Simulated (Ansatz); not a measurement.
Molecule: C2H6GeO2, charge 0, multiplicity 1. SMILES: C(C)([O][GeH3])=O
Geometry: optimised at B3LYP-D3(BJ)/def2-TZVP (Ansatz, a first-principles code).

Wanted: atomisation energy, in kcal/mol. Terms: spin-orbit terms left out; open shells spin-unrestricted; atomisation electronic, to ground-state atoms; six Cartesian d functions in 6-31G* and its kin unless marked 5d; dispersion terms only where a functional's name holds one; non-relativistic. Ab initio and DFT rows: single points at B3LYP-D3(BJ) geometries (Ansatz).

```
species          coefficient  E at PBE/6-31G* (Ansatz), Eh  E at PBE0/def2-TZVPD (Ansatz), Eh
---------------  -----------  ----------------------------  ---------------------------------
CC(=O)[O][GeH3]           -1                   -2306.43776                        -2306.88347
C atom                    +2                     -37.78288                          -37.80543
Ge atom                   +1                   -2076.33108                        -2076.65536
H atom                    +6                      -0.49743                           -0.50104
O atom                    +2                     -74.97380                          -75.01925
```

 1 Eh = 627.5095 kcal/mol.

Compute it at each level from the table.


- PBE/6-31G*: the sum of coefficient times E is 1.60874 Eh, or 1009.50 kcal/mol. Result: 1009.5 kcal/mol.
- PBE0/def2-TZVPD: the sum of coefficient times E is 1.57251 Eh, or 986.76 kcal/mol. Result: 986.8 kcal/mol.
